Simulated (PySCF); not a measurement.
**Radial density of Ar²⁺ (argon, charge +2)**

UHF, [Ne] 3s2 3p3 4s1, high-spin 5S determinant (an excited configuration). Calculation: PySCF 2.14, in aug-cc-pCVTZ-DK with one added diffuse shell each of s, p, d, f type (9s8p6d4f, 91 functions); scalar relativity by spin-free X2C-1e.

```
r (bohr)  4πr²ρ (e/bohr)  4πr²(ρα − ρβ)
 0.00174          0.1697         0.0001
 0.00292          0.4370         0.0004
 0.00491           1.102         0.0009
 0.00826           2.664         0.0022
  0.0139           5.974         0.0053
  0.0234           11.78         0.0119
  0.0393           18.62         0.0287
  0.0661           20.69         0.0848
   0.111           15.60         0.2770
   0.187           16.38         0.6223
   0.315           20.94         0.4656
   0.529           9.623         0.0006
   0.890           4.210         1.9020
    1.50           3.464         2.0855
    2.52          0.7254         0.6047
    4.24          0.2382         0.2377
    7.13        0.006007         0.0060
```

Densities and radii are taken from the X2C orbitals without a picture-change correction, which distorts them close to the nucleus.

The outer electron is Rydberg-like, and this basis confines it to a smaller radius and binds it less than a complete one would.
